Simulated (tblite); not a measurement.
Run record: tight-binding relaxation, `C=[CH][GeH2][C@H](C)CC`.

Computed with GFN2-xTB geometry optimisation, gas phase (tblite 0.8.0). Start geometry: from a force field or distance geometry. The input is one job of a driver script: a line of settings, then coordinates in Å.

Command:
```bash
OMP_NUM_THREADS=1 python probes_run.py task.json out
```

Input:
```
{"job": {"kind": "relax", "xc": "GFN2-xTB", "basis": "xTB"}, "charge": 0, "multiplicity": 1}
C      3.536000     0.360300    -0.375700
C      2.231900     0.118400    -0.599700
Ge     0.889300     0.238300     0.737000
C     -0.765400    -0.641800     0.282400
C     -0.572100    -1.911500    -0.518200
C     -1.744700     0.297500    -0.368600
C     -2.075100     1.465300     0.551400
H      3.926700     0.671200     0.598600
H      4.225900     0.251100    -1.222500
H      1.957500    -0.182400    -1.592500
H      1.446700    -0.346100     2.050700
H      0.613300     1.751100     0.976100
H     -1.253900    -0.971000     1.252600
H     -1.589600    -2.234400    -0.834200
H     -0.159200    -2.727500     0.087500
H     -0.024500    -1.732400    -1.455200
H     -2.685700    -0.271100    -0.520200
H     -1.387500     0.631500    -1.362900
H     -1.321400     2.279900     0.523600
H     -3.048400     1.874300     0.196900
H     -2.208600     1.096000     1.592300
```

Output:
```
step      E/eV     max force
  0    -594.21678    1.868
  1    -594.37495    1.261
  2    -594.43243    0.587
  3    -594.46120    0.445
  4    -594.49268    0.383
  5    -594.50999    0.362
  6    -594.52753    0.330
  7    -594.54039    0.259
  8    -594.55017    0.191
  9    -594.55547    0.154
... (198 lines left out)
208    -594.72697    0.044
209    -594.72727    0.047
210    -594.72761    0.045
211    -594.72795    0.041
212    -594.72826    0.031
213    -594.72846    0.030
214    -594.72858    0.028
215    -594.72866    0.016
216    -594.72871    0.012
217    -594.72873    0.010
```

«max force» is the largest atomic force in eV/Å.

Problem. From which step on does the largest force stay under 0.1 eV/Å, and how much energy is left to gain from there?

Solution. From step 127 (0.062 eV/Å), 19.3 meV above the end.

Main results: energy lowered by 11.8 kcal/mol over 217 steps; largest atomic force 0.010 eV/Å at the end.

Problem. Give the final coordinates.

Solution. 0.889 Å rms from the input after alignment:
```
atom  x, y, z in Å
C1     3.0006    0.3022   -0.8843
C2     1.9467    0.8995   -0.3534
Ge3    0.9139    0.1691    1.1352
C4    -0.7875   -0.6927    0.5152
C5    -0.4690   -2.0658   -0.0646
C6    -1.5300    0.1604   -0.5086
C7    -1.9512    1.5104    0.0523
H8     3.3694   -0.6333   -0.4928
H9     3.5462    0.7136   -1.7211
H10    1.6079    1.8385   -0.7743
H11    1.7566   -0.8624    1.8419
H12    0.6603    1.2600    2.1487
H13   -1.4357   -0.8259    1.3871
H14   -1.3798   -2.5740   -0.3798
H15    0.0317   -2.6896    0.6741
H16    0.1841   -1.9711   -0.9315
H17   -2.4189   -0.3813   -0.8479
H18   -0.8877    0.3118   -1.3812
H19   -1.0756    2.0977    0.3283
H20   -2.5234    2.0719   -0.6831
H21   -2.5676    1.3781    0.9394
```

The run took 1.4 s on one thread, Arm Neoverse V2 (aarch64), no GPU, shared host with 192 logical CPUs at a one-minute load of 81.
Labels such as C1 count atoms from 1, the log's own numbers from 0.
